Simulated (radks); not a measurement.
Problem. Species: neutral potassium. Configuration: [Ar] 4s0.5 4p0.5 (fractional occupations, a model configuration). All-electron calculation, non-relativistic Kohn-Sham, PBE, spin-unpolarised, spherical densities, point nucleus. Program: a radial shooting solver on a logarithmic mesh with Libxc functionals. Some entries of the table are withheld. Estimate them.

orbital,occ.,eigenvalue (hartree),<r^2> (bohr^2)
1s,2,-128.8324,(1)
2s,2,-12.90795,0.1802
2p,6,-10.31489,0.1530
3s,2,-1.31506,1.881
3p,6,(2),2.443
4s,0.5,-0.09770,28.63
4p,0.5,(3),56.24

Solution. 
(1) 1s <r^2> (bohr^2): 0.008932
(2) 3p eigenvalue (hartree): -0.71964
(3) 4p eigenvalue (hartree): -0.04129
